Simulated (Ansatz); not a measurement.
Cu(CO) (CuCO), relaxed as a doublet with UKS r2SCAN-D4/def2-TZVP in Ansatz, starting from the GFN2-xTB geometry. Force threshold 0.02 eV/Å.

Start:

```
atom   x (Å)   y (Å)   z (Å)
 Cu1   0.928   1.292   0.235
  C2  -0.118  -0.164  -0.030
  O3  -0.810  -1.128  -0.205
```

```json
{"step": "1", "energy (eV)": "-47722.9541", "largest force component (eV/Å)": "6.247", "SCF passes": "44"}
{"step": "2", "energy (eV)": "-47723.1588", "largest force component (eV/Å)": "1.208", "SCF passes": "39"}
{"step": "3", "energy (eV)": "-47723.1653", "largest force component (eV/Å)": "0.222", "SCF passes": "39"}
{"step": "4", "energy (eV)": "-47723.1675", "largest force component (eV/Å)": "0.035", "SCF passes": "39"}
{"step": "5", "energy (eV)": "-47723.1676", "largest force component (eV/Å)": "0.008", "SCF passes": "33"}
{"step": "6", "energy (eV)": "-47723.1676", "largest force component (eV/Å)": "0.011", "SCF passes": "32"}
{"step": "7", "energy (eV)": "-47723.1676", "largest force component (eV/Å)": "0.014", "SCF passes": "32"}
{"step": "8", "energy (eV)": "-47723.1676", "largest force component (eV/Å)": "0.028", "SCF passes": "40"}
{"step": "9", "energy (eV)": "-47723.1684", "largest force component (eV/Å)": "0.090", "SCF passes": "41"}
{"step": "10", "energy (eV)": "-47723.1744", "largest force component (eV/Å)": "0.272", "SCF passes": "41"}
{"step": "11", "energy (eV)": "-47723.2260", "largest force component (eV/Å)": "0.404", "SCF passes": "46"}
{"step": "12", "energy (eV)": "-47723.2384", "largest force component (eV/Å)": "0.376", "SCF passes": "42"}
{"step": "13", "energy (eV)": "-47723.2711", "largest force component (eV/Å)": "1.641", "SCF passes": "47"}
{"step": "14", "energy (eV)": "-47723.2953", "largest force component (eV/Å)": "0.250", "SCF passes": "42"}
{"step": "15", "energy (eV)": "-47723.2963", "largest force component (eV/Å)": "0.025", "SCF passes": "39"}
{"step": "16", "energy (eV)": "-47723.2964", "largest force component (eV/Å)": "0.018", "SCF passes": "40"}
```

Force components are those of the run's own axes.

End:

```
atom   x (Å)   y (Å)   z (Å)
 Cu1   0.959   1.206   0.301
  C2  -0.292  -0.068  -0.228
  O3  -0.667  -1.139  -0.073
```

By distances, no bond broke or formed. The bond that changes most is C2–O3, from 1.20 to 1.15 Å (atoms count from 1).

The force fell under the threshold at step 5, but the optimiser went on and released 0.129 eV more. No frequencies were taken in this run, so the end may be a saddle point.

It took 30 s on 4 threads of Arm Neoverse V2 on a shared host.
